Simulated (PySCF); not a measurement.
Be2O, neutral, multiplicity 1. Atoms are numbered in the order given.

```xyz
3

Be     0.0000     0.0000    -1.4049
O      0.0000     0.0000     0.0000
Be     0.0000     0.0000     1.4049
```

Geometry optimised at B3LYP-D3(BJ)/def2-TZVPD. The geometry has at least one imaginary mode, so it is a saddle point at that level.

Method: PySCF with TDA-PBE/def2-TZVPD.

Vertical excitations; the highest root listed may be one member of a degenerate set. Isolated molecule, no solvent. State labels are in the subgroup D2h.

```
state  symmetry  energy (eV)  λ (nm)      f                          main pairs
-----  --------  -----------  ------  -----  ----------------------------------
S1          B3g         3.77     329  0.000        HOMO→LUMO+2 (degenerate set)
S2          B2g         3.77     329  0.000        HOMO→LUMO+1 (degenerate set)
S3          B1u         3.77     329  1.658                      HOMO→LUMO 74 %
S4          B3u         4.19     296  0.442        HOMO→LUMO+4 (degenerate set)
S5          B2u         4.19     296  0.442        HOMO→LUMO+3 (degenerate set)
S6          B3g         4.45     279  0.000        HOMO−2→LUMO (degenerate set)
S7          B2g         4.45     279  0.000        HOMO−1→LUMO (degenerate set)
S8           Ag         4.99     248  0.000  HOMO→LUMO+5 84 %, HOMO→LUMO+7 16 %
S9          B1u         5.19     239  0.000                    HOMO→LUMO+6 87 %
S10          Ag         5.39     230  0.000  HOMO→LUMO+7 84 %, HOMO→LUMO+5 16 %
T1          B2g         2.51     494      0        HOMO→LUMO+1 (degenerate set)
T2          B3g         2.51     494      0        HOMO→LUMO+2 (degenerate set)
T3          B3u         3.30     376      0        HOMO→LUMO+4 (degenerate set)
T4          B2u         3.30     376      0        HOMO→LUMO+3 (degenerate set)
```
Triplets are in the Tamm–Dancoff approximation.
